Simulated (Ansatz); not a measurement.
Problem. Name a neutral molecule of F, S, Si with HOMO energy (PBE/def2-TZVPP) between -8.15 and -7.85 eV and HOMO–LUMO gap (PBE0/def2-TZVPP) between 8.70 and 9.00 eV (Ansatz, PBE0-D4/def2-TZVP geometry).

Solution. `F[Si](F)(F)S[Si](F)(F)F` (-7.85 eV, 8.94 eV). Other molecules can fit too; these were computed, each in one conformer that needn't be the lowest.
